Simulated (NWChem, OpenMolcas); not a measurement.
**How basis sets differ on GeH2Cl2O (SMILES [OH][GeH]([Cl])[Cl])**

GeH2Cl2O has 6 atoms, charge 0, and is taken as a singlet. As SMILES, `[OH][GeH]([Cl])[Cl]`. The coordinates come from a PBE0-D4/def2-TZVP relaxation. This is one conformer, not always the lowest.

```xyz
6

O    -0.1610    1.2910   -0.6142
Ge   -0.0654   -0.1488    0.3789
Cl    1.9485   -0.8626    0.4217
Cl   -1.2524   -1.7006   -0.4874
H     0.1264    1.1520   -1.5210
H    -0.5540    0.2049    1.7757
```

Each level gives the dipole moment (D). The values are calculated.

| level | kind | program | value (D) | CPU time |
| --- | --- | --- | --- | --- |
| HF/ANO-R0 (sfX2C) | Hartree–Fock | OpenMolcas | 1.72 | 6.4 s |
| HF/ANO-RCC-MB (DKH2) | Hartree–Fock | OpenMolcas | 1.21 | 6.8 s |
| HF/STO-3G | Hartree–Fock | NWChem | 1.99 | 5.3 s |
| HF/3-21G | Hartree–Fock | OpenMolcas | 1.43 | 3.1 s |
| HF/cc-pVDZ | Hartree–Fock | OpenMolcas | 0.71 | 9.8 s |

All-electron rows without a relativistic Hamiltonian named are non-relativistic. The values span 0.71 to 1.99 D. Magnitudes only. Sets without polarisation functions give poor dipoles. Times are those of the runs behind each value, whatever else they computed, on shared processors of several kinds: orders of magnitude only.
